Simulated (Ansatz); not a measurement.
Ansatz (a first-principles code) input (B3LYP-D3(BJ)/def2-TZVP):

Ansatz 0.2 input:
```yaml
crystal:
  periodic: [false, false, false]
  atoms:
    - {symbol: Re, position_ang: [0.00094136, -0.01722506, -0.00257091]}
    - {symbol: F, position_ang: [0.93337581, -0.62807303, -1.41061743]}
    - {symbol: F, position_ang: [-0.93166687, 0.59362413, 1.40523066]}
    - {symbol: F, position_ang: [0.09408958, 1.64965893, -0.66416467]}
    - {symbol: F, position_ang: [-0.09182204, -1.68409832, 0.65903088]}
basis:
  gaussian:
    orbitals: def2-TZVP
hamiltonian:
  xc: b3lyp
  dispersion: d3bj
magnetization: {spin_polarized: true, initial_magnetization: 3}
relax: {f_tol: 0.002, max_steps: 150}
```

End of the output:

```
relax step   4: F+E_penalty+E_count = -13006.57377355 eV  Δ(F+E_penalty+E_count) = -3.766e-6 eV  max|allowed force component| = 1.133e-4 eV/Å  Δτ_max = 0.0002 Å  (26 SCF iters, accepted)
integrals: 0.07 GiB planned
1001 factors; their error is unknown
mean field: 0.92 GiB planned
mean field evaluation 64: about -13006.4335 eV, gradient 2.5e-4 eV
mean field -13006.43350191 eV, -477.9776151180 hartree, gradient 2.0e-5 eV, S^2 3.756747; 3 other end points of the search recorded, 0 dependent functions left out
the calculation of the forces begins
reference -13006.43370265 eV, -477.9776224951 hartree; 27, 24 occupied and 137, 140 virtual orbitals, 1001 factors
Total energy: -13006.57397430 eV, -477.9827773829 hartree
Atom 0 at     0.000980    -0.017223    -0.002613 Å, force     0.000066    -0.000001    -0.000113 eV/Å
Atom 1 at     0.969620    -0.651735    -1.465131 Å, force     0.000019    -0.000004     0.000029 eV/Å
Atom 2 at    -0.967712     0.617289     1.459867 Å, force    -0.000003     0.000013     0.000062 eV/Å
Atom 3 at     0.097583     1.714297    -0.689875 Å, force    -0.000041     0.000025     0.000000 eV/Å
Atom 4 at    -0.095553    -1.748742     0.684660 Å, force    -0.000043    -0.000033     0.000021 eV/Å
Dipole moment:    -0.000008    -0.000000     0.000014 e Å
```

The spin state was set by rule; other spins were not relaxed.
